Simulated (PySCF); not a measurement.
Al2H4. Atoms are numbered in the order given.

```xyz
6

Al     0.0000     0.0000    -1.2976
Al     0.0000     0.0000     1.2976
H      0.9547     0.9547    -2.1417
H     -0.9547    -0.9547    -2.1417
H      0.9547    -0.9547     2.1417
H     -0.9547     0.9547     2.1417
```
Charge 0, spin multiplicity 1.

Coordinates come from a TPSSh-D3(BJ)/def2-TZVP optimisation.

Method: TDA-LC-ωPBE/def2-TZVPD run with PySCF.

Vertical excitations; the highest root listed may be one member of a degenerate set. The molecule is in vacuum. State labels are in the subgroup D2.

Computed lowest excited states:
```csv
state,symmetry,energy (eV),λ (nm),f,main pairs
S1,B2,3.92,316,0.023,HOMO→LUMO (degenerate set)
S2,B3,3.92,316,0.023,HOMO→LUMO+1 (degenerate set)
S3,B1,5.27,235,0.000,"HOMO−1→LUMO 48 %, HOMO−2→LUMO+1 48 %"
S4,A,5.32,233,0.000,"HOMO−1→LUMO+1 48 %, HOMO−2→LUMO 48 %"
S5,B1,6.56,189,0.125,"HOMO→LUMO+4 63 %, HOMO−2→LUMO+1 11 %, HOMO−1→LUMO 11 %"
S6,A,6.91,179,0.000,"HOMO→LUMO+2 68 %, HOMO−1→LUMO+1 11 %, HOMO−2→LUMO 11 %"
S7,A,7.10,175,0.000,"HOMO−2→LUMO 36 %, HOMO−1→LUMO+1 36 %, HOMO→LUMO+2 23 %"
S8,B1,7.15,173,0.326,"HOMO−1→LUMO 33 %, HOMO−2→LUMO+1 33 %, HOMO→LUMO+4 25 %"
S9,B1,7.49,166,0.859,HOMO→LUMO+3 75 %
S10,A,7.70,161,0.000,HOMO→LUMO+6 94 %
T1,B3,2.92,424,0,HOMO→LUMO+1 (degenerate set)
T2,B2,2.92,424,0,HOMO→LUMO (degenerate set)
T3,A,4.71,263,0,"HOMO−1→LUMO+1 46 %, HOMO−2→LUMO 46 %"
T4,B1,4.72,263,0,"HOMO−1→LUMO 46 %, HOMO−2→LUMO+1 46 %"
```
Triplets are in the Tamm–Dancoff approximation.
